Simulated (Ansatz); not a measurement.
Geometry optimisation, Ansatz 0.2.0, RKS B3LYP/def2-SVPD.

input.yaml

```yaml
crystal:
  periodic: [false, false, false]
  atoms:
    - { symbol: Mg, position_ang: [-0.284811, -0.601941, -1.416244] }
    - { symbol: H, position_ang: [0.924046, 0.344416, -2.19278] }
    - { symbol: Cl, position_ang: [-1.999459, -1.989447, -1.066224] }
    - { symbol: H, position_ang: [0.155497, 0.608631, 1.623462] }
    - { symbol: O, position_ang: [-0.591805, 1.186516, 1.414726] }
    - { symbol: H, position_ang: [1.759192, 0.039469, -0.494464] }
    - { symbol: F, position_ang: [1.357498, -0.477044, 0.158224] }
    - { symbol: H, position_ang: [-1.320158, 0.8894, 1.973299] }
basis:
  gaussian: { orbitals: def2-SVPD }
hamiltonian:
  xc: b3lyp
relax:
  f_tol: 0.03
  max_steps: 50
```

Command:

```bash
$ ansatz run input.yaml --threads 4 --pin off --max-ram 5120MiB --backend cpu --events-out ev --progress --plain --runs-dir out
```

Task: Where does it end, and by what steps?

Result: The run converged. After 23 steps the energy has fallen by 2.034 eV; Mg1 moved furthest, 1.42 Å. Parted: Mg1–H2 (1.72 → 2.42 Å), H6–F7 (0.92 → 2.58 Å). Joined: Mg1–O5 (3.36 → 2.05 Å), H2–H6 (1.92 → 0.76 Å).

```csv
step,energy less start (eV),largest force component (eV/Å),accepted
0,0.0000,1.025,yes
1,-0.0683,1.293,yes
2,-0.2365,1.642,yes
3,-0.5029,1.015,yes
4,-0.7174,1.010,yes
5,-0.7410,1.171,yes
6,-0.6839,0.844,no
7,-0.8040,0.598,yes
8,-0.8712,0.431,yes
9,-0.9855,1.213,yes
10,-1.2013,1.760,yes
11,-1.4987,1.789,yes
12,-1.7392,1.876,yes
13,-1.5826,4.177,no
14,-1.8803,0.627,yes
15,-1.9623,0.228,yes
16,-2.0066,0.166,yes
17,-2.0226,0.241,yes
18,-2.0231,0.241,yes
19,-2.0304,0.239,yes
20,-2.0304,0.183,yes
21,-2.0229,0.264,no
22,-2.0341,0.066,yes
23,-2.0342,0.020,yes
```

```xyz
8
Properties=species:S:1:pos:R:3
Mg 0.087 -0.855 -0.068
H 0.736 0.421 -2.015
Cl -1.790 -1.543 -1.108
H -0.063 1.036 1.855
O -0.599 0.650 1.151
H 1.388 0.361 -1.619
F 1.761 -0.989 0.550
H -1.520 0.918 1.254
```

Whether the end is a true minimum wasn't checked by a vibrational analysis.

Time of the run: 83 s on 4 threads of Arm Neoverse N1 (shared host), peak memory 0.29 GiB.
